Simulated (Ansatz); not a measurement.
`[F][Ge]([F])([F])[I]` and `[F][GeH]([F])[F]` differ in one atom or group.

Ansatz, PBE0-D4/def2-TZVP geometries, multiplicity 1. 

Elements past krypton have def2 core potentials. Scalar relativity is left out up to krypton.

```csv
property,`[F][Ge]([F])([F])[I]`
HOMO–LUMO gap (PBE/def2-TZVPP) / eV,4.43
LUMO energy (PBE0/def2-TZVPP) / eV,-2.35
HOMO energy (B3LYP/def2-TZVPP) / eV,-8.68
size of the dipole moment (PBE/def2-TZVPP) / D,2.36
HOMO energy (PBE0/def2-TZVPP) / eV,-8.95
size of the dipole moment (B3LYP/def2-TZVPP) / D,2.55
```

Give the same properties after the change, and the shifts. (Estimate.)

The calculation gave: 
```
                                        property  `[F][GeH]([F])[F]`  shift
             HOMO–LUMO gap (PBE/def2-TZVPP) / eV                8.00   3.57
              LUMO energy (PBE0/def2-TZVPP) / eV               -0.46   1.89
             HOMO energy (B3LYP/def2-TZVPP) / eV              -11.11  -2.43
  size of the dipole moment (PBE/def2-TZVPP) / D                2.29  -0.07
              HOMO energy (PBE0/def2-TZVPP) / eV              -11.35  -2.40
size of the dipole moment (B3LYP/def2-TZVPP) / D                2.45  -0.10
```

With PBE0 the HOMO falls by 2.40 eV and the LUMO rises by 1.89 eV, so the gap widens by about 4.29 eV. PBE moves the HOMO by -1.87 eV and ωB97M-V by -2.58 eV. Dipoles are sizes alone; their direction can turn.

B3LYP here is the variant with VWN-RPA as its local correlation; programs differ in this.

Spin–orbit coupling is left out; it splits and shifts lone-pair levels of the heavy atoms by tenths of an eV.
